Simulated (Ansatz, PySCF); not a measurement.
Process, species as SMILES: c1cnccn1 -> c1cncnc1
Geometries: B3LYP-D3(BJ)/def2-TZVP minima from Ansatz (a first-principles code). Frequencies are from Ansatz or PySCF. Unstable Hartree-Fock reference: c1cnccn1, c1cncnc1.

Property: isomerisation energy (0 K, with B3LYP-D3(BJ) harmonic zero-point energies), in kcal/mol. Cores are frozen in the correlated levels unless marked. No spin-orbit coupling. No relativistic terms. Basis-set limits of correlation are two-point, X^-3; Hartree-Fock from the larger set (for Q and 5 zeta extrapolated as (X+1)exp(-9√X)).

```tsv
level	program	isomerisation energy (kcal/mol)
HF/cc-pV5Z	Ansatz	-6.6
SVWN5/def2-TZVPD	Ansatz	-3.7
```

### Question
What does CCSD(T)/CBS(cc-pVQZ,cc-pV5Z) (Ansatz) give?

### Answer
-4.4 kcal/mol, so SVWN5/def2-TZVPD differs from it by 0.7 kcal/mol.
